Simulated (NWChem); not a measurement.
# BeHSI; SMILES [SH][Be][I]

```xyz
4

Be     0.0218     1.1162     0.0000
I      0.0082    -1.0550     0.0000
S      0.0490     3.0218     0.0000
H     -1.3030     3.0992     0.0000
```
Atoms are numbered in this order, from 1.

Results from NWChem. Geometry: optimised at PBE0/def2-SVP. def2 effective core potentials on I; no spin-orbit coupling. LC-ωPBE (HJS hole) with def2-SVP; x = 1 − exp(−ω/0.25 bohr⁻¹) is a scale chosen for this fit.

```csv
row,x,−ε(HOMO) (eV)
ω = 0.25,0.632,9.46
ω = 0.30,0.699,9.81
ω = 0.35,0.753,withheld
ω = 0.50,0.865,10.67
ω = 0.60,0.909,10.90
```

**Question.** Fit a straight line of the last column on the one before it, predict the withheld value, and compare with the run.

**Answer.** 
1. Means of the 4 shown rows: x = 0.7762, y = 10.210. Slope Σ(x − x̄)(y − ȳ)/Σ(x − x̄)² = 0.2715/0.05227 = 5.194; intercept 6.178.
2. The shown rows scatter about the line by 0.001 (root mean square); the largest residual is 0.00, at ω = 0.30.
3. At x = 0.753 (ω = 0.35; inside the shown range) the line gives 10.09.
4. The run gives 10.10, +0.01 from the line.
